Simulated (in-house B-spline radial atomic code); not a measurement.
A fraction x of an electron is removed from 2p in Si5+, starting from [He] 2s2 2p5 and keeping the highest spin. Computed with an all-electron radial atomic-structure program (B-spline basis): non-relativistic LDA VWN5, spin-polarised, spherical fractional occupations, point nucleus.

```tsv
x	E(x) - E(0) (eV)	2p down level (eV)
0	0.0000	-186.111
0.09	16.9068	-189.598
0.22	41.8834	-194.664
0.32	61.5455	-198.582
0.46	89.7327	-204.098
0.5	97.9283	-205.680
0.58	114.5095	-208.853
0.7	139.8583	-213.631
0.85	172.3527	-219.633
0.96	196.7553	-224.054
1	205.7497	-225.665
```

The exact functional would give a straight line between the two integer points. Deviations E(x) - E(0) - x[E(1) - E(0)], in eV: -1.611 at x = 0.09, -3.382 at x = 0.22, -4.294 at x = 0.32, -4.912 at x = 0.46, -4.947 at x = 0.5, -4.825 at x = 0.58, -4.166 at x = 0.7, -2.535 at x = 0.85, -0.764 at x = 0.96.

The curve lies below the straight line by up to 4.947 eV (at x = 0.5): convex, the delocalisation error that favours fractional charges.

(1) How well does Slater's transition state (minus the level at half occupation) give the ionisation energy?

Answers

(1) It gives 205.680 eV against 205.750 eV from the two total energies; NIST lists 205.28 eV, ground level to ground level.
